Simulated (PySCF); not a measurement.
Compound: C₅H₈OS.
SMILES with atom numbers: `[O:1]=[S@:2]1[CH:3]=[CH:4][CH2:5][CH2:6][CH2:7]1`

NICS is the negative of the GIAO shielding at a point without a nucleus: at the ring centre (0) and 1 Å above and below it (1); zz is the component along the ring normal. Level: GIAO PBE0/pcSseg-1 (PySCF, non-relativistic, gas phase) on the GFN2-xTB geometry, one conformer.

Ring bond lengths (Å), with Mayer bond orders in brackets: S2–C3 1.814 (0.88), C3–C4 1.320 (1.88), C4–C5 1.495 (1.04), C5–C6 1.526 (1.04), C6–C7 1.515 (1.00), C7–S2 1.853 (0.88).

Q: Give the NICS values of each ring in ppm.

A: 
| ring | type | NICS(0) | NICS(1), two faces | NICS(1)zz, two faces | rms pucker (Å) | centre to ring atoms, mean (Å) |
| --- | --- | --- | --- | --- | --- | --- |
| S2–C3–C4–C5–C6–C7 | 6-membered ring with S; formal bonds 1 double, 5 single | -1.9 | -1.5 / -3.6 | 3.6 / 1.0 | 0.26 | 1.53 |

Q: What can be read from them?

A: 
- S2–C3–C4–C5–C6–C7: mean NICS(1)zz 2.3 ppm, near zero. C5, C6, C7 have four or more neighbours, so the value isn't read as a sign of a π ring current.
